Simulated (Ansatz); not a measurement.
Reaction (redistribution): `F[B](F)[SnH3]` + `C=[C](O)[AlH2]` → `C=[C]([AlH2])[SnH3]` + `OB(F)F`

Calculated with Ansatz (gas phase, PBE0-D4/def2-TZVP geometries, no zero-point term in ΔE). CCSD(T)/CBS is the MP2 limit (def2-TZVPP, def2-QZVPP) plus CCSD(T) − MP2 in def2-TZVPP, frozen cores. This one scheme is used for every species. def2 core potentials past Kr. For Sn outer-core shells are correlated without core-valence functions, which leaves a few kJ/mol of doubt a bond. One conformer a species, not always the lowest.

```
             level  ΔE (kcal/mol)
     HF/def2-TZVPP          -49.5
    MP2/def2-TZVPP          -50.1
CCSD(T)/def2-TZVPP          -47.5
      HF/CBS(def2)          -49.5
```

(1) What does CCSD(T)/CBS give? (Best estimate.)

Largest T1 diagnostic among the species: 0.014.

Answers

(1) Computed: -47.4 kcal/mol. The listed levels differ from it by -2.1, -2.7, -0.1, -2.1 kcal/mol.

From PBE to PBE0 (25 % exact exchange), in def2-TZVPP and without D4, ΔE moves by −3.3 kcal/mol. The D4 term adds −1.4 kcal/mol with B3LYP and −0.8 kcal/mol with PBE0; it sums over pairs of atoms, weighted by their polarisabilities, and B3LYP, whose exchange is more repulsive, gets the larger term.

B3LYP here is the variant with VWN-RPA as its local correlation; programs differ in this.
